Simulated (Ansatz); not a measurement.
Name a neutral molecule of N, Si, Zn and H with size of the dipole moment (ωB97M-V/def2-TZVPP) between 0.00 and 0.30 D and LUMO energy (PBE/def2-TZVPP) between -2.45 and -2.15 eV (Ansatz, PBE0-D4/def2-TZVP geometry).

`[SiH3][N]([SiH3])[Zn][N]([SiH3])[SiH3]` (0.01 D, -2.22 eV). Other molecules can fit too; these were computed, each in one conformer that needn't be the lowest.
